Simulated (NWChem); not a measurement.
System: CdSiH4O; SMILES [OH][Cd][SiH3]

NWChem input:

```
start job
memory heap 200 mb stack 900 mb global 1100 mb
geometry units angstroms noautosym nocenter noautoz
  Cd     0.778789    -0.298487    -0.001096
  O      1.130672    -2.245111    -0.001899
  H      0.332692    -2.784851     0.001396
  Si     0.426606     2.151619     0.000257
  H     -1.034573     2.470247    -0.073664
  H      1.093867     2.803003    -1.170614
  H      0.967194     2.782870     1.245114
end
basis spherical
  * library def2-svp
end
ecp
  Cd library def2-ecp
end
dft
  xc b3lyp
  iterations 150
end
property
  response 1 0.0773
end
task dft property
```

Output (shortened):

```
             Northwest Computational Chemistry Package (NWChem) 7.3.0
             --------------------------------------------------------

                             Geometry "geometry" -> ""
                             -------------------------

 Output coordinates in angstroms (scale by  1.889725989 to convert to a.u.)

  No.       Tag          Charge          X              Y              Z
 ---- ---------------- ---------- -------------- -------------- --------------
    1 Cd                  48.0000     0.77878900    -0.29848700    -0.00109600
    2 O                    8.0000     1.13067200    -2.24511100    -0.00189900
    3 H                    1.0000     0.33269200    -2.78485100     0.00139600
    4 Si                  14.0000     0.42660600     2.15161900     0.00025700
    5 H                    1.0000    -1.03457300     2.47024700    -0.07366400
    6 H                    1.0000     1.09386700     2.80300300    -1.17061400
    7 H                    1.0000     0.96719400     2.78287000     1.24511400

 Effective nuclear repulsion energy (a.u.)     316.8121323174

                                 NWChem DFT Module
                                 -----------------

 Summary of "ao basis" -> "ao basis" (spherical)
 ------------------------------------------------------------------------------
       Tag                 Description            Shells   Functions and Types
 ---------------- ------------------------------  ------  ---------------------
 Cd                         def2-svp                11       31   5s3p2d1f
 O                          def2-svp                 6       14   3s2p1d
 H                          def2-svp                 3        5   2s1p
 Si                         def2-svp                 8       18   4s3p1d

            General Information
            -------------------
          SCF calculation type: DFT
          Wavefunction type:  closed shell.
          No. of atoms     :     7
          No. of electrons :    46
           Alpha electrons :    23
            Beta electrons :    23
          Charge           :     0
          Spin multiplicity:     1
          Use of symmetry is: off; symmetry adaption is: off
          Maximum number of iterations: 150
          AO basis - number of functions:    83
                     number of shells:    37
          Convergence on energy requested:  1.00D-06
          Convergence on density requested:  1.00D-05
          Convergence on gradient requested:  5.00D-04

              XC Information
              --------------
                         B3LYP Method XC Potential
                     Hartree-Fock (Exact) Exchange  0.200
                        Slater Exchange Functional  0.800 local
                    Becke 1988 Exchange Functional  0.720 non-local
              Lee-Yang-Parr Correlation Functional  0.810
                  VWN I RPA Correlation Functional  0.190 local

             Grid Information
             ----------------
          Grid used for XC integration:  medium
          Radial quadrature: Mura-Knowles
          Angular quadrature: Lebedev.
          Tag              B.-S. Rad. Rad. Pts. Rad. Cut. Ang. Pts.
          ---              ---------- --------- --------- ---------
          Cd                  1.55      123          10.0       590
          O                   0.60       49          13.0       434
          H                   0.35       45          13.0       434
          Si                  1.10       88          12.0       590
          Grid pruning is: on
          Number of quadrature shells:   440
          Spatial weights used:  Erf1

      Superposition of Atomic Density Guess
      -------------------------------------

 Sum of atomic energies:        -557.40050026

      Non-variational initial energy
      ------------------------------

 Total energy =    -532.771878
 1-e energy   =   -1109.301740
 2-e energy   =     422.684989
 HOMO         =      -0.325241
 LUMO         =      -0.013215

   convergence    iter        energy       DeltaE   RMS-Dens  Diis-err
 ---------------- ----- ----------------- --------- --------- ---------
 d= 0,ls=0.0,diis     1   -534.6515131077 -6.88D+02  3.69D-02  8.60D-01
 d= 0,ls=0.0,diis     2   -533.0634177569  1.59D+00  2.98D-02  1.34D+01
 d= 0,ls=0.0,diis     3   -534.7703773631 -1.71D+00  2.26D-03  1.79D-02
 d= 0,ls=0.0,diis     4   -534.7719527668 -1.58D-03  9.19D-04  5.36D-03
 d= 0,ls=0.0,diis     5   -534.7725523636 -6.00D-04  2.77D-04  6.71D-04
  Resetting Diis
 d= 0,ls=0.0,diis     6   -534.7726344842 -8.21D-05  4.83D-05  1.22D-05
 d= 0,ls=0.0,diis     7   -534.7726358535 -1.37D-06  3.28D-05  1.57D-06
 d= 0,ls=0.0,diis     8   -534.7726356104  2.43D-07  1.86D-05  4.01D-06
 d= 0,ls=0.0,diis     9   -534.7726360597 -4.49D-07  4.29D-06  2.82D-07

         Total DFT energy =     -534.772636059668
      One electron energy =    -1110.936874935977
           Coulomb energy =      468.818705397421
    Exchange-Corr. energy =      -46.499339045042
 Nuclear repulsion energy =      153.844872523930

 Numeric. integr. density =       46.000005614539

                       DFT Final Molecular Orbital Analysis
                       ------------------------------------

 Vector   21  Occ=2.000000D+00  E=-3.098094D-01
              MO Center=  7.4D-01, -5.2D-01, -9.5D-04, r^2= 4.3D+00
   Bfn.  Coefficient  Atom+Function         Bfn.  Coefficient  Atom+Function
  ----- ------------  ---------------      ----- ------------  ---------------
     4      0.558527  1 Cd s                  2     -0.331017  1 Cd s
    35     -0.292746  2 O  px                38     -0.201504  2 O  px
    36      0.198933  2 O  py                34     -0.170956  2 O  s
    59     -0.171247  4 Si py                 5      0.150106  1 Cd s
    19      0.146910  1 Cd d  2               3     -0.142825  1 Cd s

 Vector   22  Occ=2.000000D+00  E=-2.689190D-01
              MO Center=  8.7D-01, -3.6D-01, -1.1D-03, r^2= 5.3D+00
   Bfn.  Coefficient  Atom+Function         Bfn.  Coefficient  Atom+Function
  ----- ------------  ---------------      ----- ------------  ---------------
    36      0.343918  2 O  py                35     -0.281069  2 O  px
    62      0.275293  4 Si py                39      0.265219  2 O  py
    59      0.235316  4 Si py                38     -0.217258  2 O  px
    54     -0.201240  4 Si s                  7      0.184345  1 Cd py
    10     -0.183217  1 Cd py                56     -0.130857  4 Si py

 Vector   23  Occ=2.000000D+00  E=-2.639189D-01
              MO Center=  1.1D+00, -2.1D+00, -1.7D-03, r^2= 1.1D+00
   Bfn.  Coefficient  Atom+Function         Bfn.  Coefficient  Atom+Function
  ----- ------------  ---------------      ----- ------------  ---------------
    37      0.606911  2 O  pz                40      0.468653  2 O  pz
    16      0.156098  1 Cd d -1              14      0.138824  1 Cd pz
    11      0.082173  1 Cd pz                 8     -0.071473  1 Cd pz
    50      0.029380  3 H  pz                63     -0.027150  4 Si pz

 Vector   24  Occ=0.000000D+00  E=-3.914809D-02
              MO Center=  2.4D-01, -7.1D-02,  6.3D-03, r^2= 5.6D+00
   Bfn.  Coefficient  Atom+Function         Bfn.  Coefficient  Atom+Function
  ----- ------------  ---------------      ----- ------------  ---------------
    12      0.667207  1 Cd px                 5     -0.438903  1 Cd s
    61      0.297411  4 Si px                70      0.281601  5 H  s
     9      0.244041  1 Cd px                75     -0.228269  6 H  s
     6     -0.204634  1 Cd px                13      0.193716  1 Cd py
    80     -0.194030  7 H  s                 35     -0.150889  2 O  px

 Vector   25  Occ=0.000000D+00  E=-3.141705D-02
              MO Center=  6.8D-01,  1.2D-01, -3.0D-02, r^2= 5.7D+00
   Bfn.  Coefficient  Atom+Function         Bfn.  Coefficient  Atom+Function
  ----- ------------  ---------------      ----- ------------  ---------------
    14      0.714765  1 Cd pz                63      0.371691  4 Si pz
    80     -0.363582  7 H  s                 75      0.338006  6 H  s
    11      0.263637  1 Cd pz                 8     -0.220803  1 Cd pz
    37     -0.174690  2 O  pz                40     -0.170730  2 O  pz
    79     -0.118214  7 H  s                 74      0.109806  6 H  s

 Vector   26  Occ=0.000000D+00  E=-2.909906D-02
              MO Center=  1.2D+00,  6.9D-02,  2.1D-02, r^2= 5.8D+00
   Bfn.  Coefficient  Atom+Function         Bfn.  Coefficient  Atom+Function
  ----- ------------  ---------------      ----- ------------  ---------------
     5      0.972766  1 Cd s                 54     -0.652968  4 Si s
    62      0.510225  4 Si py                34     -0.358634  2 O  s
    53     -0.332359  4 Si s                 70      0.312673  5 H  s
    12      0.277759  1 Cd px                 4      0.234198  1 Cd s
    47      0.212103  3 H  s                 19     -0.203449  1 Cd d  2

     Multipole analysis of the density
     ---------------------------------

     L   x y z        total         alpha         beta         nuclear
     -   - - -        -----         -----         ----         -------
     0   0 0 0     -0.000000    -23.000000    -23.000000     46.000000

[...]

 DFT Linear Response polarizability / au
 Frequency  =       0.0773000 / au
 Wavelength =     589.4353558 / nm
              X              Y              Z
 -----------------------------------------------
 X      52.0862067     -4.7968475     -0.0019008
 Y      -4.7968313     91.1501972      0.0124541
 Z      -0.0019005      0.0124537     50.8917643
 -----------------------------------------------
 Eigenvalues =      51.5058034     91.7306046     50.8917602
 Isotropic   =      64.7093894
 Anisotropic =      40.5353111
 -----------------------------------------------

 Magnetic Dipole Response Matrix (nonzero elements):
```

Level: B3LYP/def2-SVP with def2 effective core potentials on Cd. Coordinates come from a PBE0/def2-SVP optimisation. def2 effective core potentials on Cd; no spin-orbit coupling.
